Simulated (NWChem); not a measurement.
System: C₂H₄N₂Si; SMILES C1=NC=N[SiH2]1

Results from NWChem. Each level has its own optimisation; frequencies are unscaled. Brackets give each atom's bonded neighbours. One conformer.

| level | r C–N [C(HNSi)–N(CC)] (Å) | r C–Si (Å) | r C–H [C(HNSi)–H(C)] (Å) | r C–N [C(HNN)–N(CC)] (Å) | highest harmonic frequency (cm⁻¹) | lowest (cm⁻¹) | zero-point energy (kcal/mol) | dipole (D) |
|---|---|---|---|---|---|---|---|---|
| B3LYP/3-21G | 1.294 | 1.951 | 1.085 | 1.510 | 3196 | 281 | 36.5 | 2.14 |
| Hartree-Fock/3-21G | 1.272 | 1.946 | 1.072 | 1.487 | 3396 | 316 | 39.7 | 2.44 |
| PBE0/def2-SVP | 1.283 | 1.909 | 1.098 | 1.447 | 3169 | 261 | 37.3 | 1.92 |
